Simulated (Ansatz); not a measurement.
CH$_{7}$FGeSi, SMILES `[CH3][GeH]([F])[SiH3]`. Charge 0, multiplicity 1.

```xyz
11

C     0.019   -1.685   -0.683
Ge   -0.811   -0.063   -0.005
F    -1.581   -0.523    1.505
Si    0.710    1.692    0.554
H     0.782   -2.036    0.013
H     0.485   -1.494   -1.652
H    -0.738   -2.461   -0.802
H    -1.969    0.399   -0.914
H     1.739    1.179    1.495
H    -0.018    2.826    1.177
H     1.382    2.165   -0.687
```

Problem. List the harmonic frequencies (cm⁻¹, unscaled) at PBE0-D4/def2-TZVP in Ansatz. (An estimate is asked.)

Solution. Computed: 82, 109, 122, 146, 195, 351, 477, 500, 611, 655, 669, 716, 799, 846, 882, 935, 937, 1262, 1447, 1453, 2127, 2217, 2232, 2242, 3063, 3154, 3164.

Problem. Is this a minimum?

Solution. Yes, all 27 modes are real.

Problem. Give the ideal-gas thermochemistry at 298.15 K and 1 bar (rigid rotor, harmonic oscillator; point group C1, symmetry number 1).

Solution. Zero-point energy 187.8 kJ/mol; H(298) − E = 211.0 kJ/mol; entropy 366.8 J/(mol·K), of which translation 170.4, rotation 113.2, vibration 83.2; G(298) − E = 101.6 kJ/mol. Modes under 100 cm⁻¹ are hindered rotations or soft bends, so the harmonic entropy is rough.

Problem. Rotational constants (cm⁻¹)?

Solution. 0.1656, 0.07986, 0.06313.
